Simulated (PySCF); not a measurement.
Job file and geometry (Å, from GFN2-xTB) of an NMR shielding run on SMILES [CH3][Al@@H-]1[O]C(Cl)=CC=[O+]1, C$_{4}$H$_{6}$AlClO$_{2}$, GIAO PBE0/pcSseg-1 NMR shielding, non-relativistic, gas phase (PySCF 2.14.0, density-fitted response routines); density fitting, a coarse starting grid and PySCF grid level 2 are the driver's defaults:

```
$ OMP_NUM_THREADS=1 python probes_run.py task.json out

{"job": {"kind": "nmr", "xc": "PBE0", "basis": "pcSseg-1"}, "charge": 0, "multiplicity": 1}
C      2.526946     0.380457     0.079647
Al     0.878436    -0.078590    -0.931664
O     -0.478104     1.119706    -0.481252
C     -1.575081     0.931015     0.074554
Cl    -2.583486     2.327085     0.306918
C     -2.063035    -0.290346     0.532399
C     -1.259109    -1.407424     0.384624
O     -0.105593    -1.399050    -0.134954
H      2.523862     1.403015     0.473867
H      2.721806    -0.272719     0.937811
H      3.407053     0.308174    -0.564099
H      0.673048    -0.293030    -2.438390
H     -3.031701    -0.357258     0.991866
H     -1.635719    -2.371507     0.746504
```

Q: What does the program print?

A: 
```
coarse grid: 13488 points
cycle   1  E = -1008.2654294339  dE =  1.286e+00  |g| = 9.974e-01  |ddm| = 3.502e+00
cycle   2  E = -1007.7728694926  dE =  4.926e-01  |g| = 1.893e+00  |ddm| = 2.065e+00
cycle   3  E = -1008.4476907531  dE = -6.748e-01  |g| = 2.300e-01  |ddm| = 1.611e+00
cycle   4  E = -1008.4596156513  dE = -1.192e-02  |g| = 7.520e-02  |ddm| = 2.658e-01
cycle   5  E = -1008.4608453327  dE = -1.230e-03  |g| = 1.678e-02  |ddm| = 6.238e-02
cycle   6  E = -1008.4609042630  dE = -5.893e-05  |g| = 5.072e-03  |ddm| = 1.705e-02
cycle   7  E = -1008.4609084430  dE = -4.180e-06  |g| = 2.234e-03  |ddm| = 5.116e-03
final grid: 123120 points
cycle   8  E = -1008.5249294720  dE = -9.956e-06  |g| = 1.374e-02  |ddm| = 2.211e-02
cycle   9  E = -1008.5248515977  dE =  7.787e-05  |g| = 2.441e-02  |ddm| = 2.470e-02
cycle  10  E = -1008.5249637217  dE = -1.121e-04  |g| = 2.011e-03  |ddm| = 1.794e-02
cycle  11  E = -1008.5249646257  dE = -9.040e-07  |g| = 3.589e-04  |ddm| = 2.023e-03
cycle  12  E = -1008.5249646535  dE = -2.775e-08  |g| = 7.688e-05  |ddm| = 3.396e-04
cycle  13  E = -1008.5249646544  dE = -8.936e-10  |g| = 3.872e-05  |ddm| = 7.725e-05
cycle  14  E = -1008.5249646546  dE = -2.710e-10  |g| = 9.590e-06  |ddm| = 3.166e-05
converged SCF energy = -1008.5249646546

GIAO shielding tensors (ppm)
atom      isotropic    diamagn.    paramagn.     s11        s22        s33       span
  0 C      197.065     251.220     -54.155    191.144    198.775    201.276     10.132
  1 Al     425.999     795.918    -369.919    347.315    372.697    557.985    210.670
  2 O        9.171     401.694    -392.523   -146.810    -91.819    266.142    412.952
  3 C       -1.253     245.668    -246.921    -84.790      8.583     72.447    157.238
  4 Cl     526.136    1145.609    -619.473    279.165    372.698    926.546    647.381
  5 C       80.038     261.726    -181.688    -17.361    122.879    134.597    151.958
  6 C       -1.301     245.119    -246.420   -103.907     -9.479    109.483    213.390
  7 O       29.870     400.792    -370.921   -182.661    -90.510    362.782    545.443
  8 H       31.967      30.560       1.407     27.461     29.589     38.851     11.390
  9 H       31.979      30.676       1.302     27.676     29.247     39.014     11.338
 10 H       32.058      28.588       3.470     28.029     28.371     39.773     11.743
 11 H       27.439      29.897      -2.458     24.350     25.194     32.774      8.424
 12 H       25.988      31.298      -5.309     24.054     24.398     29.513      5.459
 13 H       23.419      27.613      -4.194     20.563     24.263     25.430      4.866
```

Size and cost of the density-fitted run: 180 basis functions, 68 s wall time on 1 thread of an Arm Neoverse N1, shared host; peak memory 0.81 GiB.
